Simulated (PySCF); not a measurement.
TlTe⁺ at UHF-MP2

Computed with UHF-MP2; basis Tl cc-pVDZ-PP with ECP60, Te cc-pVDZ-PP with ECP28; scalar-relativistic core potentials; PySCF 2.14.

For TlTe⁺, the state is ³Σ⁻ (triplet), unpaired electrons π ↑↑. The bond length is 3.478 Å and the harmonic wavenumber is 69.0 cm⁻¹. The force constant is 0.223 mdyn/Å. The rotational constant Be is 0.01753 cm⁻¹, the anharmonicity ωexe is 0.261 cm⁻¹ and the vibration–rotation constant αe is 7.7e-05 cm⁻¹.

Correlated steps freeze 8 core orbitals. These are scalar-relativistic numbers at best; spin–orbit coupling would shift them, the dissociation energy most. The state was picked by a PBE0 search and need not be the measured ground state.
